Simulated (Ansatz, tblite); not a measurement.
Cost and result up the ladder for Cu3S⁺ (4 atoms). Charge 1, multiplicity 1. Geometry: PBE0-D4/def2-SVP.

```csv
atom,x (Å),y (Å),z (Å)
Cu1,1.214,-1.043,0.128
Cu2,-0.225,0.593,-1.476
Cu3,-0.084,1.084,1.182
S4,-0.905,-0.634,0.165
```

Ansatz on 4 threads of Intel Xeon 6975P-C on a shared host; xTB runs through tblite on one thread. Times are rough, summed over both states, and most runs start from the orbitals of an earlier one. PBE-QIDH/def2-TZVP serves as the yardstick here, not as an exact answer. The other state is a quintet at its own geometry, which has other bonds, so the gap mixes isomer and spin.

The xTB rows come from tblite. LC-ωPBE has ω = 0.4 bohr⁻¹. Correlated methods freeze 32 core orbitals. The structure comes from a short search, and lower isomers may exist.

Run but left out: HF/STO-3G (quintet: ⟨S²⟩ 8.47, where a pure state has 6.00).

Second-order perturbation terms are unreliable where d shells bring near-degenerate states, and here PBE-QIDH/def2-TZVP lies more than 0.4 eV from the median of the functionals without such a term.

Correlated methods converge slowly with the basis.

xTB has no spin-polarisation term.

```tsv
level	functions	quintet − singlet (eV)	difference from PBE-QIDH/def2-TZVP (eV)
GFN2-xTB	36	5.46	-0.66
GFN1-xTB	36	3.53	-2.59
PBE-D4/def2-TZVP	172	4.24	-1.89
PBE-QIDH/def2-TZVP (with forces)	172	6.13	0.00
LC-ωPBE/def2-TZVP	172	5.39	-0.74
r2SCAN-D4/def2-TZVP	172	4.11	-2.01
PBE0-D4/def2-TZVP	172	4.90	-1.23
```

Task: Estimate how long each takes.

Result: GFN1-xTB 0.01 s; GFN2-xTB 0.014 s; PBE-D4/def2-TZVP 3.4 s; r2SCAN-D4/def2-TZVP 8.2 s; PBE0-D4/def2-TZVP 8.7 s; LC-ωPBE/def2-TZVP 9.7 s; PBE-QIDH/def2-TZVP (with forces) 30 s. On shared hardware such times vary by a factor of up to 3.
